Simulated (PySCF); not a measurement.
**Diatomics of F with group 14**

MP2 with double-zeta basis sets in PySCF, for the lowest determinant that a PBE0 search found; no spin–orbit coupling. De refers to high-spin ground-configuration atoms.

```tsv
M	basis	reference, frozen orbitals	state (unpaired electrons)	Re (Å)	ωe (cm⁻¹)	De (eV)
C	def2-SVPD	UHF, 2	doublet (π ↑)	1.280	1312	5.64
Ge	def2-SVP	UHF, 10	doublet (π ↑)	1.756	699	5.00
Sn	x2c-SVPall	UHF, 19	doublet (π ↑)	1.961	620	4.58
Pb	def2-SVP	UHF, 5	doublet (π ↑)	2.062	559	4.16
```

The shortest bond is that of CF (1.280 Å), the longest that of PbF (2.062 Å). CF is bound most strongly (5.64 eV) and PbF least (4.16 eV).

The rows differ in basis set, which adds steps of its own.

Down a group the atoms grow and get heavier, so bonds lengthen and wavenumbers fall; this series shows no clear exception.

Correlated steps freeze the inner cores (2 to 19 orbitals); shallow outer-core shells are correlated. Correlated levels converge slowly with the basis: in double zeta they bind strong bonds too weakly, by up to about 1 eV, and carry superposition errors of some tenths. These are scalar-relativistic numbers at best; spin–orbit coupling would shift them, the dissociation energy most. States were picked by a PBE0 search and need not be the measured ground states.
